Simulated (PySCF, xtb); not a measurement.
HgI2, SMILES [I][Hg][I].

GFN2-xTB run with xtb at its own geometry gives an orbital gap of 4.66 eV and a dipole moment of 0.00 D.

The structure is a stationary point at PBE0-D3(BJ)/def2-SVP. The isomer is the one that the SMILES or the coordinates give; other isomers of the formula were not compared. The def2 effective core potentials stand for the cores of Hg, I; spin–orbit coupling is left out.

**Question.** What does M06-2X/def2-TZVPD (PySCF) give? (Estimate from the structure and the level; the computed values follow.)

**Answer.** gap 6.84 eV (levels -8.84 and -2.00 eV), dipole 0.00 D.
